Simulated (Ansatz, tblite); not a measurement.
Removing and adding an electron: the cluster SiTe₄ (the lowest singlet isomer of a short search). Total charge 0; singlet. Geometry: r2SCAN-D4/def2-SVP. Ansatz, gas phase; energy differences of separate SCF runs; the oxidised species was run as a doublet alone; the reduced species was run as a doublet alone.

Cartesian coordinates in Å:
```
Si 1.0069 0.1290 -1.9174
Te -0.6771 -1.4362 1.5944
Te -0.9141 1.5270 -1.1959
Te 1.5853 -1.4416 -0.0839
Te -1.0009 1.2217 1.6027
```

In the def2 sets Te takes a core potential; there is no spin–orbit coupling. The xTB rows come from tblite. Correlated methods freeze 21 core orbitals; core or outer-core shells of Te are correlated, in sets that lack core-valence functions. The rows differ in basis, and correlated rows in double-zeta sets carry the largest basis error. In CCSD on the charge 1 doublet the largest single amplitude is 0.41, so its Hartree–Fock determinant may place the open shell otherwise than the density functionals do. The structure comes from a short search, and lower isomers may exist.

(1) Estimate orbital energies and vertical ionisation energies and electron affinities at: GFN1-xTB; GFN2-xTB; HF/def2-SVP; PBE-D4/def2-TZVP; PBE-D4/def2-TZVPD; r2SCAN-D4/def2-TZVP; r2SCAN-D4/def2-TZVPD; PBE0-D4/def2-TZVP; PBE0-D4/def2-TZVPD; MP2/def2-SVP; CCSD/def2-SVP; CCSD(T)/def2-SVP.

Answers

(1) 
```
               level  −HOMO (eV)  vertical IE (eV)  −LUMO (eV)  vertical EA (eV)  HOMO–LUMO gap (eV)  IE − EA (eV)                                     remarks
            GFN1-xTB        9.10             11.58        7.25                 –                1.85             –                                           –
            GFN2-xTB        8.24             11.38        6.60              3.64                1.64          7.75                                           –
         HF/def2-SVP           –              7.23           –                 –                   –             –  spin-contaminated (⟨S²⟩ 0.83) (+1 doublet)
    PBE-D4/def2-TZVP        5.11              7.27        3.73                 –                1.38             –                                           –
   PBE-D4/def2-TZVPD        5.14                 –        3.75              1.80                1.38             –                HOMO above zero (-1 doublet)
 r2SCAN-D4/def2-TZVP        5.32              7.40        3.73                 –                1.59             –                                           –
r2SCAN-D4/def2-TZVPD        5.33                 –        3.74              1.88                1.59             –                HOMO above zero (-1 doublet)
   PBE0-D4/def2-TZVP        6.00              7.51        3.11                 –                2.89             –                                           –
  PBE0-D4/def2-TZVPD        6.02                 –        3.13              1.81                2.89             –                                           –
        MP2/def2-SVP           –              7.74           –                 –                   –             –  spin-contaminated (⟨S²⟩ 0.83) (+1 doublet)
       CCSD/def2-SVP           –              7.43           –                 –                   –             –  spin-contaminated (⟨S²⟩ 0.83) (+1 doublet)
    CCSD(T)/def2-SVP           –              7.34           –                 –                   –             –  spin-contaminated (⟨S²⟩ 0.83) (+1 doublet)
```

   A HOMO above zero means that the electron is unbound at that level or that self-interaction error raises the level; the energy of removing that electron tells which. Raw xTB energy differences between charge states are shifted by several eV; the methods need an empirical correction for them.
